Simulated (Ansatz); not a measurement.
`C[CH2][AlH][SiH3]` at its PBE0-D4/def2-TZVP geometry, where that method's forces vanish. The species carries charge 0 and has multiplicity 1.

```xyz
13

C    -1.6547   -0.5733   -0.4183
C    -1.1701   -0.1966    0.9802
Al    0.6912    0.4014    1.1326
Si    2.1026    0.4941   -0.8840
H    -1.5763    0.2677   -1.1129
H    -2.6998   -0.8976   -0.4217
H    -1.0632   -1.3884   -0.8446
H    -1.8020    0.5949    1.4064
H    -1.2966   -1.0414    1.6717
H     1.2661    0.8191    2.5591
H     2.1893   -0.8473   -1.5356
H     3.4987    0.9511   -0.6314
H     1.5148    1.4163   -1.9016
```

**Question.** What forces (eV/Å) does ωB97M-V/def2-TZVPP give on these atoms in Ansatz 0.2.0? (Best estimate.)

**Answer.** Ansatz gave: 
```
C1  -0.087 -0.059 -0.199
C2   0.061  0.057  0.232
Al3  0.060  0.028  0.057
Si4  0.031 -0.002 -0.073
H5  -0.003 -0.055  0.047
H6   0.091  0.027 -0.005
H7  -0.037  0.055  0.030
H8   0.038 -0.063 -0.036
H9   0.000  0.060 -0.056
H10 -0.057 -0.042 -0.147
H11 -0.008  0.141  0.068
H12 -0.153 -0.049 -0.024
H13  0.063 -0.096  0.106
```
